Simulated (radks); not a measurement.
The numbers below are computed, except where a source is named.
Removal energies from the thulium ion Tm10+, [Kr] 4d10 4f(5/2: 6, 7/2: 3) 5s2 5p(1/2: 2, 3/2: 0), by Delta-SCF beside the eigenvalue of the level emptied. Code: a radial shooting solver on a logarithmic mesh with Libxc functionals. Model: Dirac Kohn-Sham, PBE, spin-unpolarised, spherical densities, finite nucleus; Fermi nuclear charge, rms radius of each element as measured or else 0.836 A^(1/3) + 0.57 fm. Sub-shells are occupied by j as written (lower j first in brackets).

5p1/2: final configuration [Kr] 4d10 4f(5/2: 6, 7/2: 3) 5s2 5p(1/2: 1, 3/2: 0); Delta-SCF (eV) 195.71; -eigenvalue (eV) 186.07
4f7/2: final configuration [Kr] 4d10 4f(5/2: 6, 7/2: 2) 5s2 5p(1/2: 2, 3/2: 0); Delta-SCF (eV) 200.19; -eigenvalue (eV) 185.05
4f5/2: final configuration [Kr] 4d10 4f(5/2: 5, 7/2: 3) 5s2 5p(1/2: 2, 3/2: 0); Delta-SCF (eV) 201.85; -eigenvalue (eV) 186.62
5s1/2: final configuration [Kr] 4d10 4f(5/2: 6, 7/2: 3) 5s1 5p(1/2: 2, 3/2: 0); Delta-SCF (eV) 223.80; -eigenvalue (eV) 213.63
